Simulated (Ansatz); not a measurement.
Species: C9H7BFN, SMILES `c1ccnc2c1cc(cc2B)F` (charge 0, multiplicity 1), formula C9H7BFN.

Task: How many basis functions does frozen-core CCSD(T)/cc-pVDZ // B3LYP-D3(BJ)/def2-SVP (Ansatz, a quantum-chemistry and plane-wave program) use, how many core orbitals are frozen, and how many electrons are correlated?

Result: 203 basis functions and 12 frozen orbitals, which leaves 58 correlated electrons. Core time is of the order of minutes.
